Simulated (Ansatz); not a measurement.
Ideal-gas functions of C2H4BCl (`ClB1CC1`) at 400 K and 1 bar, from an Ansatz frequency run at PBE0-D4/def2-TZVP.

Molar mass 74.32 g/mol, point group C2v (symmetry number 2), electronic degeneracy 1, moments of inertia 24.491, 151.813, 169.707 u Å². Harmonic wavenumbers (cm⁻¹, unscaled): 217, 303, 498, 515, 673, 889, 921, 935, 958, 1066, 1178, 1336, 1396, 1465, 3124, 3126, 3190, 3205.

Use S(trans) = R[1.5 ln M + 2.5 ln T − 1.1517]; rotational temperatures θ = 24.2544 K / I; S(rot) = R[ln(√π/σ · √(T³/θAθBθC)) + 1.5]; for each mode x = 1.438777 ν̃/T, S = R[x/(eˣ − 1) − ln(1 − e⁻ˣ)] and H = RT x/(eˣ − 1); 1 cm⁻¹ = 0.0119627 kJ/mol; R = 8.31446 J/(mol·K).

Question: By hand: the entropy, in J/(mol·K).

Answer: Translation 168.7. Rotation: θ = 0.9903, 0.1598, 0.1429 K, giving 101.9. Vibration, mode by mode: 10.58, 8.00, 4.50, 4.28, 2.74, 1.48, 1.35, 1.30, 1.21, 0.89, 0.64, 0.40, 0.33, 0.27, 0.00, 0.00, 0.00, 0.00, in all 38.0. Electronic 0.0. Sum 308.6 J/(mol·K).

Question: By hand: H − E and G − E in kJ/mol, counted from the electronic energy.

Answer: Zero-point energy ½ × 24995 × 0.0119627 = 149.5; thermal vibration 9.6; translation, rotation and pV give 4 RT = 13.3. H − E = 172.4 kJ/mol, and G − E = 172.4 − 400 × 308.6/1000 = 49.0 kJ/mol.

Vibration gives 12 % of the entropy.
